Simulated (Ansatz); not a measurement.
```yaml
crystal:
  periodic: [false, false, false]
  atoms:
    - {symbol: N, position_ang: [-2.487849, 0.015552, -1.760206]}
    - {symbol: Sn, position_ang: [1.436874, 0.101852, 0.886640]}
    - {symbol: Br, position_ang: [1.574709, -4.935253, 3.902293]}
    - {symbol: H, position_ang: [-4.151614, 1.636732, -1.225489]}
    - {symbol: H, position_ang: [-2.163703, -0.065424, -4.120370]}
    - {symbol: H, position_ang: [1.219277, 3.016917, 3.643224]}
    - {symbol: H, position_ang: [4.717104, 0.068997, -1.433812]}
basis:
  gaussian: {orbitals: def2-TZVPP, fitting: {mean_field: def2-universal-jkfit}}
hamiltonian: {xc: {name: r2SCAN50}, dispersion: d3bjatm}
scf: {lower_state_search: light}
output: {forces: true}
```

```sh
$ ansatz run in.yaml --threads 2 --pin off --events-out ev --progress --plain --max-ram 4352MiB
```

Shortened log:

```
Functional definition: r2SCAN50
633 factors; integrals over basis functions are off by at most 1.6e0 eV
mean field evaluation 1: about -77381.2981 eV, gradient 7.8e1 eV
mean field evaluation 2: about -77122.1601 eV, gradient 1.5e2 eV
mean field evaluation 4: about -77221.7748 eV, gradient 1.1e2 eV
mean field evaluation 8: about -77396.5780 eV, gradient 3.2e1 eV
mean field evaluation 16: about -77404.5128 eV, gradient 2.0e-1 eV
mean field evaluation 32: about -77404.5389 eV, gradient 2.6e-5 eV
mean field -77404.53889557 eV, -2844.5643377313 hartree, gradient 8.9e-9 eV, S^2 0.000000; 6 other end points of the search recorded, 0 dependent functions left out
reference -77404.53890890 eV, -2844.5643382212 hartree; 34, 34 occupied and 151, 151 virtual orbitals, 633 factors
Total energy: -77404.56895780 eV, -2844.5654424979 hartree
Atom 0 at    -2.487849     0.015552    -1.760206 Å, force    -1.144237     1.427795    -1.625646 eV/Å
Atom 1 at     1.436874     0.101852     0.886640 Å, force     0.551100     0.499379     0.090176 eV/Å
Atom 2 at     1.574709    -4.935253     3.902293 Å, force    -0.011445     0.166138    -0.104219 eV/Å
Atom 3 at    -4.151614     1.636732    -1.225489 Å, force     1.546953    -1.474954    -0.407119 eV/Å
Atom 4 at    -2.163703    -0.065424    -4.120370 Å, force    -0.219019     0.037120     2.164906 eV/Å
Atom 5 at     1.219277     3.016917     3.643224 Å, force     0.048243    -0.673335    -0.654143 eV/Å
Atom 6 at     4.717104     0.068997    -1.433812 Å, force    -0.771596     0.017857     0.536046 eV/Å
Dipole moment:     0.098072     1.502596    -0.804968 e Å
```

In this input the coordinates are in bohr but typed as ångström. The calculation finished and met its thresholds. The result belongs to that input, not to the molecule as meant.
